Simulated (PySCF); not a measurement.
# Vibration and rotation of Te₂⁺

UHF-CCSD(T) constants of Te₂⁺, ²Πg (doublet), unpaired electrons π ↑ (basis Te cc-pVDZ-PP with ECP28; scalar-relativistic core potentials; PySCF 2.14; masses 129.9062 and 129.9062 u):

```
ωe             : 255.5 cm⁻¹
ωexe           : 0.568 cm⁻¹
Be             : 0.039809 cm⁻¹
αe             : 0.000102 cm⁻¹
De to Te⁺ + Te : 2.58 eV
```

(1) What force constant and bond length do these constants imply?

(2) Estimate the centrifugal constant D from the Kratzer relation and find the Dunham coefficient a1.

Correlated steps freeze 8 core orbitals. Correlated levels converge slowly with the basis: in double zeta they bind strong bonds too weakly, by up to about 1 eV, and carry superposition errors of some tenths. These are scalar-relativistic numbers at best; spin–orbit coupling would shift them, the dissociation energy most. The state was picked by a PBE0 search and need not be the measured ground state.

Answers

(1) Reduced mass μred = 64.953 u; k = 5.8918×10⁻⁷·μred·ωe² (u, cm⁻¹, mdyn/Å) = 2.50 mdyn/Å; Re = √(16.8576/(μred·Be)) (u, cm⁻¹, Å) = 2.553 Å.

(2) D = 4Be³/ωe² = 3.87e-09 cm⁻¹; a1 = −1 − αeωe/(6Be²) = -3.74.
